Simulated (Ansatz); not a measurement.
Job for Ansatz (an electronic-structure program): U-B3LYP/def2-TZVPP on IrCl, 2S+1 = 3, a spin state set in the input, which need not be the lowest, a point of a bond scan (R = 2.163 Å). Elements past Kr take the def2 small-core potentials; no spin–orbit coupling.

Ansatz 0.2 input:
```yaml
crystal:
  periodic: [false, false, false]
  atoms:
    - {symbol: Ir, position_ang: [0.00000000, 0.00000000, 0.00000000]}
    - {symbol: Cl, position_ang: [0.00000000, 0.00000000, 2.16316000]}
basis:
  gaussian:
    orbitals: def2-TZVPP
    pivot_positions_ang: [[0.00000000, 0.00000000, 0.00000000], [0.00000000, 0.00000000, 2.16316000]]
hamiltonian:
  xc: {name: B3LYP}
magnetization: {spin_polarized: true, initial_magnetization: 2}
output: {forces: true, orbitals: {seedname: ./end}}
```

The log:

```
WARN ansatz: RAYON_NUM_THREADS=2 ignored (pool sized by the plan → 2); use --threads N
Functional definition: B3LYP
integrals: 0.03 GiB planned
705 factors; their error is unknown
mean field: 0.40 GiB planned
mean field evaluation 1: about -15360.0320 eV, gradient 2.3e1 eV
mean field evaluation 2: about -15351.4360 eV, gradient 5.0e1 eV
mean field evaluation 4: about -15362.3580 eV, gradient 2.7e0 eV
mean field evaluation 8: about -15362.4269 eV, gradient 1.0e-1 eV
mean field evaluation 16: about -15362.4270 eV, gradient 4.1e-4 eV
mean field evaluation 32: about -15362.6901 eV, gradient 5.9e-6 eV
mean field evaluation 64: about -15362.3100 eV, gradient 4.9e0 eV
mean field -15362.69007039 eV, -564.5684468814 hartree, gradient 1.6e-7 eV, S^2 2.005324; 8 other end points of the search recorded, 0 dependent functions left out
the calculation of the forces begins
reference -15362.69025083 eV, -564.5684535126 hartree; 18, 16 occupied and 80, 82 virtual orbitals, 705 factors
Total energy: -15362.69025083 eV, -564.5684535126 hartree
Atom 0 at     0.000000     0.000000     0.000000 Å, force     0.000000     0.000000    -0.265781 eV/Å
Atom 1 at     0.000000     0.000000     2.163160 Å, force    -0.000000    -0.000000     0.265781 eV/Å
Dipole moment:     0.000000    -0.000002    -0.573993 e Å
```

The run converged.

Cost: roughly 16 core-seconds.
